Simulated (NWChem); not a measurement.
# CH4AlFS; SMILES [F][Al]([SH])[CH3]

```xyz
8

Al    -0.0530     0.4026    -0.1008
F     -1.5664     1.0323    -0.4044
C      1.4816     1.5830    -0.0222
H      1.5944     2.1244    -0.9761
H      2.4264     1.0580     0.1846
H      1.3361     2.3444     0.7619
S     -0.0243    -1.7600     0.1760
H      1.3124    -1.7897     0.3778
```
Atoms are numbered in this order, from 1.

Program: NWChem. Pople sets run with spherical d functions. The geometry was optimised at PBE0/def2-SVP. Static field.

```
level                                isotropic polarisability (bohr³)  anisotropy (bohr³)
-----------------------------------  --------------------------------  ------------------
PBE/6-31+G*                                                      55.9                25.2
B3LYP/6-31+G*                                                     ___                 ___
CAM-B3LYP/6-31+G*                                                52.1                21.9
LDA (Slater exchange, VWN5)/6-31+G*                              56.5                25.8
```

What belongs in the gaps?


- B3LYP/6-31+G*, isotropic polarisability (bohr³): 53.6
- B3LYP/6-31+G*, anisotropy (bohr³): 23.4
